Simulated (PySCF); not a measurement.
SMILES FC(C1=CC=C(C)C=C1)(F)F, C8H7F3

Geometry:
```json
{"atom": "C1", "x (Å)": "-2.900", "y (Å)": "0.248", "z (Å)": "0.295"}
{"atom": "C2", "x (Å)": "-1.411", "y (Å)": "0.135", "z (Å)": "0.153"}
{"atom": "C3", "x (Å)": "-0.710", "y (Å)": "0.943", "z (Å)": "-0.749"}
{"atom": "C4", "x (Å)": "0.667", "y (Å)": "0.818", "z (Å)": "-0.909"}
{"atom": "C5", "x (Å)": "1.370", "y (Å)": "-0.124", "z (Å)": "-0.160"}
{"atom": "C6", "x (Å)": "2.861", "y (Å)": "-0.244", "z (Å)": "-0.286"}
{"atom": "F7", "x (Å)": "3.255", "y (Å)": "-1.522", "z (Å)": "-0.251"}
{"atom": "F8", "x (Å)": "3.492", "y (Å)": "0.381", "z (Å)": "0.717"}
{"atom": "F9", "x (Å)": "3.312", "y (Å)": "0.287", "z (Å)": "-1.426"}
{"atom": "C10", "x (Å)": "0.688", "y (Å)": "-0.938", "z (Å)": "0.746"}
{"atom": "C11", "x (Å)": "-0.687", "y (Å)": "-0.805", "z (Å)": "0.899"}
{"atom": "H12", "x (Å)": "-3.251", "y (Å)": "1.264", "z (Å)": "0.066"}
{"atom": "H13", "x (Å)": "-3.410", "y (Å)": "-0.440", "z (Å)": "-0.401"}
{"atom": "H14", "x (Å)": "-3.230", "y (Å)": "-0.012", "z (Å)": "1.311"}
{"atom": "H15", "x (Å)": "-1.253", "y (Å)": "1.685", "z (Å)": "-1.339"}
{"atom": "H16", "x (Å)": "1.199", "y (Å)": "1.453", "z (Å)": "-1.619"}
{"atom": "H17", "x (Å)": "1.237", "y (Å)": "-1.679", "z (Å)": "1.331"}
{"atom": "H18", "x (Å)": "-1.213", "y (Å)": "-1.445", "z (Å)": "1.612"}
```

Method: TDDFT CAM-B3LYP/aug-cc-pVDZ excited states, vertical, gas phase in PySCF. Geometry: PBE0-D3(BJ)/def2-SVP.

Task: Give the one- and two-photon strengths of the lowest singlets.

Result: δ for parallel linear polarisation; σ at the peak of a Lorentzian of half width 0.1 eV, single beam; Ω is circular over linear.
| state | E (eV) | f | photon λ (nm) | δ (au) | σ (GM) | Ω | main |
| --- | --- | --- | --- | --- | --- | --- | --- |
| S1 | 5.34 | 0.000 | 464 | 0.36 | 0.00 | 1.48 | HOMO→LUMO+2 0.51, HOMO−1→LUMO 0.46 |
| S2 | 5.94 | 0.060 | 418 | 7.51 | 0.10 | 0.89 | HOMO→LUMO 0.68, HOMO−1→LUMO+2 0.29 |
| S3 | 6.62 | 0.000 | 375 | 2.65 | 0.04 | 1.23 | HOMO→LUMO+1 0.88 |
| S4 | 6.75 | 0.409 | 368 | 0.36 | 0.01 | 1.46 | HOMO−1→LUMO 0.50, HOMO→LUMO+2 0.44 |
| S5 | 6.84 | 0.002 | 363 | 111 | 1.90 | 1.50 | HOMO−1→LUMO+1 0.78, HOMO−1→LUMO+4 0.10 |
| S6 | 6.90 | 0.782 | 359 | 0.61 | 0.01 | 1.24 | HOMO−1→LUMO+2 0.67, HOMO→LUMO 0.28 |

Among these, the strongest one-photon state is S6, the strongest two-photon state S5, with a dipole change of 3.7 D (relaxed, norm of the difference vector).
